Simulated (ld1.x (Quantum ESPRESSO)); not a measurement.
**What one change does to a pseudopotential (bismuth, TM)**

ld1.x (Quantum ESPRESSO) 7.5 input, shortened:

```
&input
   title='Bi', zed=83., rel=1, dft='PBESOL', iswitch=3,
   config='[Xe] 4f14 5d10 6s2 6p3'
 /
 &inputp
   pseudotype=2, tm=.true., lloc=2,
   nlcc=.true.
 /
3
6S  1  0   2.00   0.00  1.65  1.65  0.0
6P  2  1   3.00   0.00  2.65  2.65  0.0
5D  3  2  10.00   0.00  1.05  1.05  0.0
 &test
   configts(1)='5d10 6s2 6p3'
 /
```

Change: core correction none.

Cutoffs: the cutoffs (Ry, on a coarse ladder) from which the occupation-weighted sum of valence levels, in a spherical-Bessel basis at the reference potential, stays within 10 and 1 mRy of its value at 400 Ry; they do not see the model core or the augmentation charge, which bear on the density cutoff. Errors are all-electron minus pseudo energies relative to the spin-unpolarised reference configuration.

What does the change do?

The potential gets neither clearly harder nor softer (80 Ry and 160 Ry → 80 Ry and 160 Ry); both files keep a bound ghost (p, s); of the 7 tests that both files solve, the error grows in 0 and shrinks in 3 by more than 15 % and 0.3 meV (median size 22.0 → 21.9 meV). The default core radius of the base comes out at 0.86 bohr.

| quantity | base | changed |
| --- | --- | --- |
| cutoff, loose | 80 Ry | 80 Ry |
| cutoff, tight | 160 Ry | 160 Ry |
| bound ghosts | s, p | s, p |
| error for 5d10 6s2 6p2, meV [ΔE 7.95 eV] | -6.2 | -6.4 |
| error for 5d10 6s2 6p1, meV [ΔE 23.24 eV] | -22 | -22 |
| error for 5d10 6s2 6p0, meV [ΔE 46.60 eV] | -42 | -37 |
| error for 5d10 6s1 6p4, meV [ΔE 10.12 eV] | -8.9 | -7.1 |
| error for 5d10 6s1 6p0, meV [ΔE 92.07 eV] | -74 | -37 |
| error for 5d10 6s0 6p5, meV [ΔE 20.57 eV] | -37 | -29 |
| error for 5d10 6s2 6p3.3, meV [ΔE -1.10 eV] | +0.5 | +0.5 |
| s: phases at 2.89 bohr within 0.05 rad from the reference energy up to (Ry; the scan ends near 5) | 1.8 | 1.8 |
| p: phases at 2.89 bohr within 0.05 rad from the reference energy up to (Ry; the scan ends near 5) | 3.8 | 3.8 |
| d: phases at 2.89 bohr within 0.05 rad from the reference energy up to (Ry; the scan ends near 5) | to the end of the scan | to the end of the scan |

 A true bound ghost makes a file unfit for plane-wave use even where its test errors are small: the radial tests pick states by their node count and pass the ghost by.
